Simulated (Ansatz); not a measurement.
C₂H₆BF₃O (`C[O+](C)[B-](F)(F)F`), one more setting.

```yaml
crystal:
  periodic: [false, false, false]
  atoms:
    - {symbol: C, position_ang: [0.824739, 0.604203, 0.979999]}
    - {symbol: O, position_ang: [0.359250, -0.094551, -0.178641]}
    - {symbol: C, position_ang: [-0.122341, -1.407725, 0.123051]}
    - {symbol: B, position_ang: [-0.652778, 0.806781, -1.175787]}
    - {symbol: F, position_ang: [0.081507, 1.919348, -1.411273]}
    - {symbol: F, position_ang: [-1.759357, 1.002074, -0.407623]}
    - {symbol: F, position_ang: [-0.831891, -0.017163, -2.234783]}
    - {symbol: H, position_ang: [0.005715, 0.733833, 1.690976]}
    - {symbol: H, position_ang: [1.187788, 1.569731, 0.640776]}
    - {symbol: H, position_ang: [1.634449, 0.027043, 1.427330]}
    - {symbol: H, position_ang: [0.690648, -1.976634, 0.574978]}
    - {symbol: H, position_ang: [-0.973686, -1.344896, 0.804496]}
    - {symbol: H, position_ang: [-0.423646, -1.856742, -0.818599]}
basis:
  gaussian: {orbitals: "6-31++G**"}
hamiltonian: {xc: {name: SPW92}}
output: {forces: true}
```

```sh
$ ansatz run in.yaml --threads 4 --pin off --events-out ev --progress --plain --max-ram 11315MiB
```

Shortened log:

```
Functional definition: SPW92
1553 factors; their error is unknown
mean field evaluation 1: about -12945.5193 eV, gradient 7.5e1 eV
mean field evaluation 2: about -12931.7316 eV, gradient 1.1e2 eV
mean field evaluation 4: about -12957.0878 eV, gradient 7.2e0 eV
mean field evaluation 8: about -12957.0872 eV, gradient 2.4e-1 eV
mean field evaluation 16: about -12957.0873 eV, gradient 9.7e-6 eV
mean field -12957.08725491 eV, -476.1641739888 hartree, gradient 9.7e-6 eV, S^2 0.000000; 0 other end points of the search recorded, 0 dependent functions left out
reference -12957.08732445 eV, -476.1641765441 hartree; 29, 29 occupied and 140, 140 virtual orbitals, 1553 factors
Total energy: -12957.08732445 eV, -476.1641765441 hartree
Atom 0 at     0.824739     0.604203     0.979999 Å, force    -0.199964    -0.271143    -0.372525 eV/Å
Atom 1 at     0.359250    -0.094551    -0.178641 Å, force    -0.070221     0.101696    -0.161011 eV/Å
Atom 2 at    -0.122341    -1.407725     0.123051 Å, force     0.151518     0.475832    -0.054338 eV/Å
Atom 3 at    -0.652778     0.806781    -1.175787 Å, force     0.169321    -0.158237     0.184078 eV/Å
Atom 4 at     0.081507     1.919348    -1.411273 Å, force     0.150407     0.127363     0.056921 eV/Å
Atom 5 at    -1.759357     1.002074    -0.407623 Å, force    -0.113464    -0.011018     0.151627 eV/Å
Atom 6 at    -0.831891    -0.017163    -2.234783 Å, force     0.001119    -0.189790    -0.077987 eV/Å
Atom 7 at     0.005715     0.733833     1.690976 Å, force    -0.389357     0.059821     0.299396 eV/Å
Atom 8 at     1.187788     1.569731     0.640776 Å, force     0.142214     0.448415    -0.208215 eV/Å
Atom 9 at     1.634449     0.027043     1.427330 Å, force     0.342579    -0.248581     0.171924 eV/Å
Atom 10 at     0.690648    -1.976634     0.574978 Å, force     0.351917    -0.228343     0.180920 eV/Å
Atom 11 at    -0.973686    -1.344896     0.804496 Å, force    -0.392320     0.054040     0.296578 eV/Å
Atom 12 at    -0.423646    -1.856742    -0.818599 Å, force    -0.143751    -0.160056    -0.467367 eV/Å
Dipole moment:     0.484678    -0.591203     0.851998 e Å
```

Run time 1.6 s (4 threads of an Arm Neoverse V1 on a shared host); peak host memory 0.51 GiB.
